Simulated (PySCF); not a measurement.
# Computed properties of C3HBrCl2, SMILES ClC(Cl)=C=CBr

C₃HBrCl₂, SMILES C(=CBr)=C(Cl)Cl. Geometry optimised at TPSSh-D3(BJ)/def2-SVP. This is a generated structure with no PubChem entry under its InChIKey; it may be hypothetical. The values are those of a single conformer. All values are computed for the isolated molecule unless a solvent is named; none is compared with measurement here.

**Structure.** The optimised structure has Cs symmetry. All 15 harmonic modes at TPSSh-D3(BJ)/def2-SVP (PySCF) are real, so it is a minimum. With heavy atoms numbered as in [Cl:1][C:2]([Cl:3])=[C:4]=[CH:5][Br:6], the shortest bond between them is C4–C5 at 1.306 Å and the longest C5–Br6 at 1.904 Å.

**Vibrations.** The strongest infrared lines (harmonic, unscaled, degenerate partners summed) lie at 2041 cm⁻¹ (274 km/mol, C 99 %), 855 cm⁻¹ (209 km/mol, C 87 %, Cl 13 %), 663 cm⁻¹ (90 km/mol, C 83 %, H 9 %). The softest mode is at 73 cm⁻¹ and the zero-point energy is 17.9 kcal/mol.

**Electronic structure.** HF/def2-TZVP (PySCF) places the frontier levels at -10.32 and 2.19 eV, a gap of 12.51 eV, and gives a dipole moment of 1.28 D and a mean polarisability of 84.7 bohr³. PBE/def2-TZVP (PySCF) at the same geometry gives -6.56 and -2.48 eV, so its gap is 8.43 eV narrower. An orbital gap is neither the optical nor the fundamental gap.

**Excitations.** TDA-ωB97X/def2-SVPD (PySCF) has S1 at 4.80 eV (258 nm, f = 0.000, dark); the most intense of the 10 singlets computed lies at 6.75 eV (f = 1.40). T1 (TDA) is at 3.83 eV, 0.97 eV under S1. TDA-PBE/def2-SVPD (PySCF) puts S1 at 4.22 eV. No vertical singlet excitation falls in the visible range (under 3.1 eV).

**NMR.** GIAO shifts at PBE0/pcSseg-1 (PySCF) (non-relativistic, atoms alike by connectivity averaged): ¹³C from 109.6 to 218.9 ppm against TMS; ¹H at 7.0 ppm against TMS. Without spin–orbit terms, shifts of atoms bonded to Cl or Br come out too high.

**Solvation.** SMD-B3LYP/6-31G* (PySCF) gives -0.1 kcal/mol in water, -4.8 kcal/mol in n-hexane, -4.7 kcal/mol in tetrahydrofuran (1 M in both phases, gas-phase geometry); of these solvents n-hexane holds the molecule best.
